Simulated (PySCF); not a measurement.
PySCF input file for fluoro(silyl)silane (FH₅Si₂), SMILES F[SiH2][SiH3], C-PCM-ωB97X/def2-SVP. Geometry optimised at B3LYP-D3(BJ)/def2-TZVP.

```python
import numpy as np
from pyscf import gto, scf, dft
from pyscf.solvent import pcm

mol = gto.M(
    atom='''
    Si    0.13906372    1.52447202   -0.00000000
    Si   -0.51728008   -0.72857837    0.00000000
    F     0.79133292   -1.67269319   -0.00000000
    H    -1.08279512    2.36693518    0.00000001
    H     0.93899010    1.83480627   -1.20842271
    H     0.93899012    1.83480627    1.20842271
    H    -1.31107614   -1.06241007    1.20577856
    H    -1.31107615   -1.06241007   -1.20577855
    ''',
    basis='def2-SVP',
    charge=0,
    spin=0,
    max_memory=1600,
    verbose=3,
)
mf = dft.RKS(mol, xc='wb97x').density_fit(auxbasis='def2-universal-jkfit')
mf.grids.level = 3
mf.conv_tol = 1e-9
mf.max_cycle = 100
mf.kernel()
res = {}
for name, eps in {'water': 78.355, 'diethylether': 4.24, 'dimethylsulfoxide': 46.826}.items():
    s = mf.PCM()
    s.with_solvent.method, s.with_solvent.eps, s.with_solvent.lebedev_order = 'C-PCM', eps, 29
    s.kernel(mf.make_rdm1())
    res[name] = (s.e_tot, eps, s.dip_moment(), s.mo_energy, s.converged)
    print(f'{name}: electrostatic solvation free energy {(s.e_tot - mf.e_tot) * 627.509474:.3f} kcal/mol')
```

It prints:

```
converged SCF energy = -681.574359207524

WARN: PCM is an experimental feature. It is still in testing.
Features and APIs may be changed in the future.

converged SCF energy = -681.576709455567
Dipole moment(X, Y, Z, Debye): -1.20690,  1.06071, -0.00000
water: electrostatic solvation free energy -1.475 kcal/mol

WARN: PCM is an experimental feature. It is still in testing.
Features and APIs may be changed in the future.

converged SCF energy = -681.576137019853
Dipole moment(X, Y, Z, Debye): -1.14396,  1.02159, -0.00000
diethylether: electrostatic solvation free energy -1.116 kcal/mol

WARN: PCM is an experimental feature. It is still in testing.
Features and APIs may be changed in the future.

converged SCF energy = -681.576686885462
Dipole moment(X, Y, Z, Debye): -1.20432,  1.05914, -0.00000
dimethylsulfoxide: electrostatic solvation free energy -1.461 kcal/mol
```

The calculation finished and met its thresholds.

Cost: roughly 50 core-seconds.
